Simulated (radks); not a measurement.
Results of a calculation; reference values are marked as such.
Charge is removed step by step from the 1s1/2 level of S+, starting from [Ne] 3s2 3p3. Code: a radial shooting solver on a logarithmic mesh with Libxc functionals. Model: Dirac Kohn-Sham, PBEsol, spin-unpolarised, spherical densities, finite nucleus; open shells fill j = l - 1/2 first; Fermi nuclear charge, rms radius 3.2611 fm.

removed (e)  E - E(0) (eV)  eigenvalue (eV)  E minus straight line (eV)
0                    0.000          -2413.4                       0.000
0.125               303.09          -2436.0                      -9.906
0.25                609.00          -2458.6                     -16.987
0.375               917.75          -2481.3                     -21.238
0.5                 1229.3          -2504.0                     -22.656
0.625               1543.7          -2526.6                     -21.239
0.75                1861.0          -2549.3                     -16.987
0.875               2181.1          -2571.9                      -9.905
1                   2504.0          -2594.5                       0.000

Removing the whole electron costs 2504.0 eV by Delta-SCF, against 2413.4 eV from minus the eigenvalue at the starting occupation. Slater's transition state (half an electron removed) gives 2504.0 eV. Integrating minus the eigenvalue over the occupation (Janak's theorem) gives 2504.0 eV. The mean slope of the eigenvalue, de/dn, is 181 eV per electron.
